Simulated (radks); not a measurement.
The numbers below are computed, except where a source is named.
Question: All-electron atom: Cd V in [Kr] 4d8. Code: a radial shooting solver on a logarithmic mesh with Libxc functionals. Model: scalar-relativistic Kohn-Sham, BLYP, spin-polarised, spherical densities, finite nucleus; open shells are filled with parallel spins first (spin-orbit coupling, left out, can overturn this in heavy ions); Fermi nuclear charge, rms radius 4.6087 fm. Some entries of the table are withheld. Estimate them.

orbital,occ.,eigenvalue (hartree),<r> (bohr),r(max) (bohr)
1s up,1,-976.9432,0.03040,0.01968
1s down,1,-976.9432,0.03040,0.01968
2s up,1,-146.7835,0.1317,0.1112
2s down,1,-146.7662,0.1317,0.1112
2p up,3,-131.9326,0.1149,0.08897
2p down,3,-131.9194,0.1148,0.08897
3s up,1,-28.99067,0.3584,0.3238
3s down,1,-28.98201,0.3583,0.3239
3p up,3,-24.12078,0.3571,0.3170
3p down,3,-24.11092,0.3571,0.3171
3d up,5,(1),0.3346,0.2656
3d down,5,(2),0.3346,0.2657
4s up,1,-5.88352,0.8709,0.7930
4s down,1,-5.81901,0.8703,0.7921
4p up,3,-4.43319,(3),0.8407
4p down,3,-4.36762,(4),0.8398
4d up,5,-2.32058,1.152,0.9546
4d down,3,-2.25821,1.158,0.9547

Answer: 
(1) 3d up eigenvalue (hartree): -16.49796
(2) 3d down eigenvalue (hartree): -16.48263
(3) 4p up <r> (bohr): 0.9429
(4) 4p down <r> (bohr): 0.9430
